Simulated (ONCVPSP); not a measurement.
Ranking ONCV potentials for hydrogen (H)

All share these settings but for the change named:

hydrogen (H), optimised norm-conserving Vanderbilt (ONCV), made with ONCVPSP 4.0.1 (PBE, scalar-relativistic). Core none, reference 1s1. Waves: 1s: rc 1.25 bohr, ncon 4, nbas 7, qcut 4.9 1/bohr, 1 projector; p scattering state at 0.45 Ha: rc 1.25 bohr, ncon 4, nbas 7, qcut 7.9 1/bohr, 2 projectors, debl 3.4 Ha. Local part: polynomial inside 0.95 bohr (lpopt 5, dvloc0 0 Ha). Core correction: none.

Cutoff: the first of the cutoffs (Ha) at which the residual kinetic energy of the hardest occupied pseudo-wave falls to 1 and 0.1 mHa per electron; the density cutoff is not measured.

The base gives 13 Ha.

Of 9 variants that were run, those that failed, showed a ghost or another fault, or gave nearly equal values are left out.

Question: Rank these variants from softest to hardest (loose cutoff).
A. s: rc 1.36
B. s: rc 0.98
C. s: rc 1.08
D. s: rc 1.7
E. s: rc 0.9; local potential polynomial inside 0.90 bohr (lpopt 5, dvloc0 0 Ha)

Answer: D (9 Ha), A (11 Ha), C (16 Ha), B (20 Ha), E (23 Ha).
